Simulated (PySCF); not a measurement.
SMILES CC(C)(C)/C=C\Br, GFN2-xTB optimised geometry.

```
18

C      1.38     0.66     0.00
C     -0.16     0.66     0.00
C     -0.65     2.11     0.00
C     -0.68    -0.04    -1.26
C     -0.68    -0.02     1.24
C     -0.52    -1.26     1.67
Br     0.46    -2.64     0.82
H      1.75     1.13     0.91
H      1.74     1.22    -0.86
H      1.77    -0.35    -0.06
H     -0.29     2.64     0.88
H     -0.30     2.63    -0.89
H     -1.74     2.15     0.00
H     -0.35     0.50    -2.14
H     -1.77    -0.06    -1.25
H     -0.32    -1.06    -1.33
H     -1.29     0.61     1.88
H     -0.96    -1.61     2.59
```

Density from PBE0/def2-SVP run with PySCF 2.14.0 at that geometry.

Minimum of the electron density along straight lines between bonded atoms, close to the bond critical point (lines longer than 1.1 times the sum of covalent radii, or with two minima, are not listed):

```tsv
bond	length / Å	ρ at the minimum / e bohr⁻³	∇²ρ there / e bohr⁻⁵	position (fraction from the first atom)
C1–C2	1.534	0.240	-0.54	0.50
C2–C3	1.533	0.243	-0.55	0.50
C2–C4	1.534	0.240	-0.54	0.50
C2–C5	1.509	0.252	(withheld)	0.48
C5–C6	1.322	(withheld)	-0.91	0.49
C6–Br7	1.898	0.160	(withheld)	0.44
C1–H8	1.088	0.276	-1.00	0.62
C1–H9	1.087	0.276	-1.00	0.62
C1–H10	1.085	0.279	-1.04	0.63
C3–H11	1.088	0.276	-1.00	0.62
C3–H12	1.087	0.277	-1.01	0.62
C3–H13	1.088	0.276	-1.00	0.62
C4–H14	1.088	0.276	-1.00	0.62
C4–H15	1.088	0.276	-1.00	0.62
C4–H16	1.086	0.279	-1.04	0.63
C5–H17	1.084	0.280	-1.05	0.63
C6–H18	1.079	0.286	-1.12	0.65
```

### Question
Fill in the missing entries.

### Answer

- C2–C5, ∇²ρ there / e bohr⁻⁵: -0.59
- C5–C6, ρ at the minimum / e bohr⁻³: 0.343
- C6–Br7, ∇²ρ there / e bohr⁻⁵: -0.19
